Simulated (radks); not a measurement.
The numbers below are computed, except where a source is named.
Neutral rubidium, 37 electrons, occupied as [Kr] 5s1 (the NIST ground configuration). Level of theory: non-relativistic Kohn-Sham, exchange-only PBE, spin-polarised, spherical densities, point nucleus; open shells are filled with parallel spins first (spin-orbit coupling, left out, can overturn this in heavy ions); relativity is left out, which matters for an element this heavy (a radial shooting solver on a logarithmic mesh with Libxc functionals). Some entries of the table are withheld. Estimate them.

| orbital | occ. | eigenvalue (hartree) | <r> (bohr) | <1/r> (bohr^-1) |
|---|---|---|---|---|
| 1s up | 1 | -541.7945 | 0.04129 | 36.49 |
| 1s down | 1 | -541.7943 | 0.04129 | 36.49 |
| 2s up | 1 | -71.34407 | 0.1823 | 8.132 |
| 2s down | 1 | -71.34394 | 0.1823 | 8.132 |
| 2p up | 3 | -64.77789 | 0.1569 | 8.116 |
| 2p down | 3 | -64.77780 | 0.1569 | 8.116 |
| 3s up | 1 | -10.49636 | 0.5220 | 2.725 |
| 3s down | 1 | -10.49612 | 0.5220 | 2.725 |
| 3p up | 3 | -8.12806 | 0.5238 | 2.620 |
| 3p down | 3 | -8.12781 | 0.5237 | 2.620 |
| 3d up | 5 | (1) | 0.5239 | 2.393 |
| 3d down | 5 | (2) | 0.5239 | 2.394 |
| 4s up | 1 | -1.09277 | 1.487 | 0.8982 |
| 4s down | 1 | -1.09111 | 1.484 | 0.8993 |
| 4p up | 3 | (3) | 1.750 | 0.7591 |
| 4p down | 3 | (4) | 1.738 | 0.7628 |
| 5s up | 1 | (5) | 5.415 | 0.2323 |

Answer. 
(1) 3d up eigenvalue (hartree): -3.85959
(2) 3d down eigenvalue (hartree): -3.85931
(3) 4p up eigenvalue (hartree): -0.55177
(4) 4p down eigenvalue (hartree): -0.54831
(5) 5s up eigenvalue (hartree): -0.07929
